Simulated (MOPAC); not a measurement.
MOPAC input (PM3):

```
PM3 1SCF CHARGE=-1 GEO-OK AUX(PRECISION=9) THREADS=1
C2H7O2Si

C     1.67626600 1   -0.63161100 1   -0.54877700 1
Si    0.11817500 1   -0.06198200 1    0.00495700 1
C    -1.32441700 1   -0.61442200 1   -1.10308400 1
O    -0.37331800 1   -0.40012900 1    1.60227600 1
O    -0.04041200 1    1.65143500 1    0.09207600 1
H     2.55963700 1   -0.66228400 1    0.08399300 1
H     1.75064300 1   -1.23495200 1   -1.44980900 1
H    -1.57115000 1   -1.66597500 1   -0.93501800 1
H    -1.06698900 1   -0.49078600 1   -2.15913500 1
H    -2.21973700 1   -0.01761900 1   -0.90230900 1
H    -0.64120800 1    0.42123600 1    2.02466000 1
H     0.73309700 1    1.98387800 1   -0.37543700 1
```

Output:

```
 *******************************************************************************
 **                                                                           **
 **                              MOPAC v23.2.5                                **
 **                                                                           **
 *******************************************************************************
 ** MOPAC's Digital Object Identifier: https://doi.org/10.5281/zenodo.6511958 **
 **                                                                           **
 ** Please cite the open-source release paper for use of this MOPAC version:  **
 ** J. E. Moussa and J. J. P. Stewart (2026)                                  **
 ** MOPAC: An open-source semiempirical molecular orbital program             **
 ** J. Open Source Softw., 11(119), 8025, https://doi.org/10.21105/joss.08025 **
 *******************************************************************************

                              PM3 CALCULATION RESULTS

 *******************************************************************************
 *  PM3        - The PM3 Hamiltonian to be used
 *  GEO-OK     - OVERRIDE INTERATOMIC DISTANCE AND OTHER SAFETY CHECKS
 *
 *
 *
 *                 CHARGE ON SYSTEM = -1
 *
 *
 *
 *  1SCF       - DO 1 SCF AND THEN STOP
 *  AUX        - OUTPUT AUXILIARY INFORMATION
 *******************************************************************************
PM3 1SCF CHARGE=-1 GEO-OK AUX(PRECISION=9) THREADS=1
 C2H7O2Si

   ATOM   CHEMICAL          X               Y               Z
  NUMBER   SYMBOL      (ANGSTROMS)     (ANGSTROMS)     (ANGSTROMS)

     1       C          1.67626600  *  -0.63161100  *  -0.54877700  *
     2      Si          0.11817500  *  -0.06198200  *   0.00495700  *
     3       C         -1.32441700  *  -0.61442200  *  -1.10308400  *
     4       O         -0.37331800  *  -0.40012900  *   1.60227600  *
     5       O         -0.04041200  *   1.65143500  *   0.09207600  *
     6       H          2.55963700  *  -0.66228400  *   0.08399300  *
     7       H          1.75064300  *  -1.23495200  *  -1.44980900  *
     8       H         -1.57115000  *  -1.66597500  *  -0.93501800  *
     9       H         -1.06698900  *  -0.49078600  *  -2.15913500  *
    10       H         -2.21973700  *  -0.01761900  *  -0.90230900  *
    11       H         -0.64120800  *   0.42123600  *   2.02466000  *
    12       H          0.73309700  *   1.98387800  *  -0.37543700  *

          CARTESIAN COORDINATES

    NO.       ATOM           X           Y           Z

     1         C          1.6763     -0.6316     -0.5488
     2        Si          0.1182     -0.0620      0.0050
     3         C         -1.3244     -0.6144     -1.1031
     4         O         -0.3733     -0.4001      1.6023
     5         O         -0.0404      1.6514      0.0921
     6         H          2.5596     -0.6623      0.0840
     7         H          1.7506     -1.2350     -1.4498
     8         H         -1.5712     -1.6660     -0.9350
     9         H         -1.0670     -0.4908     -2.1591
    10         H         -2.2197     -0.0176     -0.9023
    11         H         -0.6412      0.4212      2.0247
    12         H          0.7331      1.9839     -0.3754

  H: (PM3): J. J. P. STEWART, J. COMP. CHEM. 10, 209 (1989).
  C: (PM3): J. J. P. STEWART, J. COMP. CHEM. 10, 209 (1989).
  O: (PM3): J. J. P. STEWART, J. COMP. CHEM. 10, 209 (1989).
 Si: (PM3): J. J. P. STEWART, J. COMP. CHEM. 10, 209 (1989).

           Empirical Formula: C2 H7 O2 Si  =    12 atoms

      MOLECULAR POINT GROUP   :   C1

      RHF CALCULATION, NO. OF DOUBLY OCCUPIED LEVELS = 16

 -------------------------------------------------------------------------------
 PM3 1SCF CHARGE=-1 GEO-OK AUX(PRECISION=9) THREADS=1
 C2H7O2Si

     1SCF WAS SPECIFIED, SO BFGS WAS NOT USED
     SCF FIELD WAS ACHIEVED

                              PM3 CALCULATION
                                                       MOPAC v23.2.5 Linux

          FINAL HEAT OF FORMATION =       -147.03754 KCAL/MOL =    -615.20508 KJ/MOL

          COSMO AREA              =        124.63 SQUARE ANGSTROMS
          COSMO VOLUME            =        114.73 CUBIC ANGSTROMS

          IONIZATION POTENTIAL    =          1.209176 EV
          HOMO LUMO ENERGIES (EV) =         -1.209  6.384
          NO. OF FILLED LEVELS    =         16
          MOLECULAR WEIGHT        =         91.1616         POINT GROUP:  C1

          MOLECULAR DIMENSIONS (Angstroms)

            Atom       Atom       Distance
            H    10    H     6     4.92248
            H     9    H    11     4.15153
            H    12    H     8     3.77495

          SCF CALCULATIONS        =          1

   ATOM   CHEMICAL          X               Y               Z
  NUMBER   SYMBOL      (ANGSTROMS)     (ANGSTROMS)     (ANGSTROMS)

     1       C          1.67626600  *  -0.63161100  *  -0.54877700  *
     2      Si          0.11817500  *  -0.06198200  *   0.00495700  *
     3       C         -1.32441700  *  -0.61442200  *  -1.10308400  *
     4       O         -0.37331800  *  -0.40012900  *   1.60227600  *
     5       O         -0.04041200  *   1.65143500  *   0.09207600  *
     6       H          2.55963700  *  -0.66228400  *   0.08399300  *
     7       H          1.75064300  *  -1.23495200  *  -1.44980900  *
     8       H         -1.57115000  *  -1.66597500  *  -0.93501800  *
     9       H         -1.06698900  *  -0.49078600  *  -2.15913500  *
    10       H         -2.21973700  *  -0.01761900  *  -0.90230900  *
    11       H         -0.64120800  *   0.42123600  *   2.02466000  *
    12       H          0.73309700  *   1.98387800  *  -0.37543700  *

                             CARTESIAN COORDINATES

   1    C        1.676266000    -0.631611000    -0.548777000
   2   Si        0.118175000    -0.061982000     0.004957000
   3    C       -1.324417000    -0.614422000    -1.103084000
   4    O       -0.373318000    -0.400129000     1.602276000
   5    O       -0.040412000     1.651435000     0.092076000
   6    H        2.559637000    -0.662284000     0.083993000
   7    H        1.750643000    -1.234952000    -1.449809000
   8    H       -1.571150000    -1.665975000    -0.935018000
   9    H       -1.066989000    -0.490786000    -2.159135000
  10    H       -2.219737000    -0.017619000    -0.902309000
  11    H       -0.641208000     0.421236000     2.024660000
  12    H        0.733097000     1.983878000    -0.375437000

           Empirical Formula: C2 H7 O2 Si  =    12 atoms

      MOLECULAR POINT GROUP   :   C1

                  EIGENVALUES
 -30.44648 -29.31620 -24.18835 -19.92894 -11.11998 -11.04791  -9.29444  -9.01107
  -8.79716  -8.38185  -6.93683  -6.77435  -6.13273  -5.72783  -4.64710  -1.20918
   6.38382   6.73101   7.10108   7.76187   8.98230   9.28493   9.29599  10.39234
  10.91196  11.14409  11.51044

              NET ATOMIC CHARGES AND DIPOLE CONTRIBUTIONS

  ATOM NO.   TYPE          CHARGE      No. of ELECS.   s-Pop       p-Pop
    1          C          -0.823793        4.8238     1.22103     3.60277
    2         Si           0.548829        3.4512     0.99770     2.45347
    3          C          -0.232218        4.2322     1.16088     3.07134
    4          O          -0.490902        6.4909     1.78480     4.70610
    5          O          -0.538760        6.5388     1.79867     4.74009
    6          H           0.069516        0.9305     0.93048
    7          H           0.065429        0.9346     0.93457
    8          H           0.024706        0.9753     0.97529
    9          H           0.022880        0.9771     0.97712
   10          H           0.018758        0.9812     0.98124
   11          H           0.160144        0.8399     0.83986
   12          H           0.175412        0.8246     0.82459
 DIPOLE           X         Y         Z       TOTAL
 POINT-CHG.    -2.809     0.910    -0.024     2.953
 HYBRID        -0.051     0.352    -0.035     0.357
 SUM           -2.860     1.262    -0.059     3.127

          ATOMIC ORBITAL ELECTRON POPULATIONS

     Atom    s        px        py        pz
    1  C   1.22103   0.98789   1.49937   1.11551
    2 Si   0.99770   0.87943   0.81629   0.75775
    3  C   1.16088   1.04893   0.99505   1.02736
    4  O   1.78480   1.85872   1.39683   1.45054
    5  O   1.79867   1.50051   1.45937   1.78022
    6  H   0.93048
    7  H   0.93457
    8  H   0.97529
    9  H   0.97712
   10  H   0.98124
   11  H   0.83986
   12  H   0.82459

 **********************
 *                    *
 * JOB ENDED NORMALLY *
 *                    *
 **********************

 == MOPAC DONE ==
```

The dipole moment of an ion depends on the origin.

The geometry given is a B3LYP-D3(BJ)/def2-TZVP minimum.
